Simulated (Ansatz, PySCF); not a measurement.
C4H6Si. Atoms are numbered in the order given.

```xyz
11

C      0.0000     0.7425    -1.2958
C      0.0000     1.3580    -0.0885
Si     0.0000     0.0000     1.2083
C      0.0000    -1.3580    -0.0885
C      0.0000    -0.7425    -1.2958
H      0.0000     1.2814    -2.2501
H      0.0000     2.4452     0.0137
H     -1.2061     0.0000     2.0839
H      1.2061     0.0000     2.0839
H      0.0000    -2.4452     0.0137
H      0.0000    -1.2814    -2.2501
```
Charge 0, spin multiplicity 1.

Geometry optimised at TPSSh-D3(BJ)/def2-SVP.

Vertical ionisation energy (IE) and electron affinity (EA) in eV. Rows of orbital energies are one-electron estimates. Where ΔSCF, EOM or ADC give a negative EA the extra electron is unbound and the value depends on the basis.

```json
[
 {"level": "−ε(HOMO), −ε(LUMO), r2SCAN/def2-TZVP (PySCF)", "IE": "5.95", "EA": "2.39"},
 {"level": "−ε(HOMO), −ε(LUMO), PBE/def2-TZVP (PySCF)", "IE": "5.81", "EA": "2.51"},
 {"level": "ΔSCF, PBE0/def2-SVPD (Ansatz), final states of multiplicity 2 and 2", "IE": "8.78", "EA": "-0.21"},
 {"level": "ΔSCF, PBE/def2-SVPD (Ansatz), final states of multiplicity 2 and 2", "IE": "8.80", "EA": "-0.17"}
]
```

Q: What vertical singlet–triplet gap does ΔSCF give with PBE0/def2-SVPD (Ansatz, a program for electronic structure) and with PBE/def2-SVPD (Ansatz)? (An estimate is asked for; the answer gives what the named calculation found.)

A: 2.68 and 2.72 eV (triplet above singlet where positive).
